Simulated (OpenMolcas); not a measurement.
# Ni4+: moving or changing the point charges

Ni4+ among 8 point charges of -1.6 e arranged as a cube (Oh), 2.04 Å from the ion.

* Program: OpenMolcas
* Method: CASSCF
* Basis: ANO-RCC-VDZP [5s4p2d1f]
* Scalar Hamiltonian: DKH2, point nucleus
* Active space: 6 electrons in 5 orbitals (3d)
* State averaging: 2S+1 = 5 even, 5 roots; 2S+1 = 3 even, 45 roots; 2S+1 = 1 even, 50 roots
* Spin-orbit coupling: state interaction with AMFI integrals over the reference wave functions

Runs around this geometry, states (labels of O, the rotations of Oh). Energies in cm-1 above the lowest state or level, χT in cm3 K/mol.

```csv
R (Å),q (e),Ground state,First state of that spin,First gap with spin-orbit (degeneracies),χT at 300 K,First state of another spin
2.04,-0.8,5E,5T2 766.2,"50.5 (1, 3)",5.318,3T1 29065
1.93,-1.6,5E,5T2 2007,"65.9 (1, 3)",4.455,3T1 28872
2.04,-1.6,5E,5T2 1542,"65.0 (1, 3)",4.734,3T1 28978
2.23,-1.6,5E,5T2 1004,"57.6 (1, 3)",5.132,3T1 29055
```

Taking the first state of the same spin as R^-n, n = -ln(1004 / 2007) / ln(2.23 / 1.93) = 4.8 between the shortest and longest distance.

Scaling the charges by -0.8 / -1.6 = 0.50 scales the first state of the same spin by 766.2 / 1542 = 0.50; with fixed orbitals a first-order splitting would follow the charge.

An orbital doublet at a regular site is open to a Jahn-Teller distortion, which this geometry leaves out. Without dynamic correlation the repulsion within the d shell is too large (B by tens of per cent), so at a given field states of lower spin stand too high. Point charges give a weaker field than real ligands, and real ions of this kind are often low spin; the high spin found here belongs to the model. The ground term spreads over less than 5000 cm-1, several times less than with real ligands, so orbital moments are less quenched and χT lies further from the spin-only value than at real sites. This is an electrostatic model: the charges have no orbitals. No measured value stands beside these numbers.
